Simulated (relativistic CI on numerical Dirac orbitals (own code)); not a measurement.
## Zr³¹⁺: sensitivity of the levels to the model

Base calculation: Dirac-Coulomb-Breit CI, orbitals from a KLI potential per configuration, model QED (radiative potential, 1s self-energy scaled to tabulated hydrogen-like ionisation energies), unscaled Slater integrals.

Configurations in the expansion (outside the closed core 1s2): 2s2 2p5, 2s 2p6, 2p6 3s, 2p6 3p, 2p6 3d, 2s2 2p4 3s, 2s2 2p4 3p, 2s2 2p4 3d, 2s 2p5 3s, 2s 2p5 3p, 2s 2p5 3d, 2s2 2p4 4s, 2s2 2p4 4p, 2s2 2p4 4d, 2s2 2p4 4f, 2s 2p5 4s. Levels of other configurations are missing.

The lowest level and the first level of each name with at least 55 % of one term (blank where a level has no safe partner in the second run):

| Level | Base (eV) | Shift (eV) |
| --- | --- | --- |
| 2s2 2p5 2P°_3/2 | 0.00 | 0.00 |
| 2s2 2p5 2P°_1/2 | 88.48 | -0.01 |
| 2s 2p6 2S_1/2 | 296.17 | +0.73 |
| 2s2 2p4 3s 4P_5/2 | 2198.43 | +0.40 |
| 2s2 2p4 3s 2P_3/2 | 2203.98 | +0.40 |
| 2s2 2p4 3p 2P°_1/2 | 2274.44 | +2.22 |
| 2s2 2p4 3p 4D°_7/2 | 2279.06 | -0.07 |
| 2s2 2p4 3s 4P_3/2 | 2284.15 | +0.59 |
| 2s2 2p4 3s 2P_1/2 | 2288.70 | +0.60 |
| 2s2 2p4 3s 2D_5/2 | 2298.63 | +0.64 |
| 2s2 2p4 3s 2D_3/2 | 2300.79 | +0.58 |
| 2s2 2p4 3p 4P°_1/2 | 2338.85 | +0.64 |
| 2s2 2p4 3d 2F_7/2 | 2353.86 | -0.30 |
| 2s2 2p4 3d 4F_9/2 | 2354.05 | -0.40 |
| 2s2 2p4 3p 2F°_5/2 | 2354.98 | +0.05 |
| 2s2 2p4 3p 4D°_5/2 | 2363.00 | +0.61 |
| 2s2 2p4 3p 2F°_7/2 | 2377.53 | +0.01 |
| 2s2 2p4 3d 4D_1/2 | 2429.46 | +0.21 |
| 2s2 2p4 3d 2F_5/2 | 2443.77 | -0.16 |
| 2s2 2p4 3d 2G_7/2 | 2447.50 | -0.38 |
| 2s2 2p4 3d 2G_9/2 | 2451.91 | -0.39 |
| 2s2 2p4 3d 2S_1/2 | 2453.93 | -0.15 |

At this charge energies of transitions that change n are usually good to better than 1 %, and those within a shell (Δn = 0) to a few per cent.

Q: One thing was changed in a second run, which moved the levels as shown. Which?
A. configuration mixing switched off
B. QED terms removed
C. Breit term removed

A: A. Configuration mixing switched off. Without mixing, levels that were pushed by configurations of the same parity and J return to their single-configuration places.

LS names give the leading component of a level, which can be under half, so a name can repeat, a term be missing and a line seem to break the LS rules.
